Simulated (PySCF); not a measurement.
# Computed records: AlBH₂N

Calculation on a computer-drawn molecule: vertical ionisation energy to the stated ion spin, frozen-core CCSD(T) at the basis limit and cheaper methods, single-reference cases, UHF for radicals, no spin-orbit; all values are single points at the evaluated structure, the first of each entry, which is the reference or a displaced copy of it and isn't optimised; the reference structure only sets the zero of the energies above reference; triples share is (T) over the correlation energy. Program: PySCF 2.14.0.

Entry: AlBH₂N

Evaluated structure:
```xyz
5
AlBH2N
B     -1.8773    -1.9174    -0.7009
N     -1.2992    -0.9263    -1.0566
Al    -0.3417     0.5711    -1.4051
H     -2.3518    -3.0362    -0.4680
H      0.2168     1.9588    -1.7543
```

Reference structure:
```xyz
5
AlBH2N
B     -1.8637    -2.0399    -0.7602
N     -1.2790    -0.9461    -1.0297
Al    -0.5049     0.5018    -1.3866
H     -2.4026    -3.0476    -0.5121
H      0.2028     1.8255    -1.7129
```

Here we set charge 1, multiplicity 1, ion multiplicity 2, diffuse functions no, basis cc-pV(n+d)Z, reference is the Hartree-Fock double-zeta minimum, best is HF at quadruple zeta + MP2 correlation extrapolated from triple and quadruple zeta + CCSD(T) minus MP2 at triple zeta and basis step is the size of the change from the same recipe one zeta lower.

Drawn bonds:
```csv
atom,other atom,order
1,2,2
2,3,1
1,4,1
3,5,1
```

To be estimated
1. Estimate the ionisation energy EOM CCSD at triple zeta of AlBH₂N.

## Answers
1. 16.87 eV

Further results for AlBH₂N:

* ionisation energy best: 17.01 eV
* ionisation energy basis step: 0.02698 eV
* energy above reference best: 11.96 kcal/mol
* energy above reference basis step: 0.2927 kcal/mol
* ionisation energy Koopmans at triple zeta: 17.4 eV
* total energy HF triple zeta: -322.0219 hartree
* total energy CCSD(T) triple zeta: -322.3874 hartree
* total energy best: -322.4358 hartree
* T1 diagnostic at triple zeta: 0.01385
* D1 diagnostic at triple zeta: 0.02826
* ion T1 diagnostic at triple zeta: 0.01242
* ion D1 diagnostic at triple zeta: 0.02613
* ion spin squared at triple zeta: 0.7572
* triples share at triple zeta: 0.04249
* basis functions triple zeta: 127

Triple zeta:
```csv
method,ionisation energy (eV),energy above reference (kcal/mol)
HF,15.13,13.28
PBE,17.03,11.4
r2SCAN,16.88,12.29
B3LYP,16.93,11.99
wB97X,16.8,12.4
MP2,17.08,12.44
CCSD,16.7,12.35
CCSD(T),16.87,12.34
```
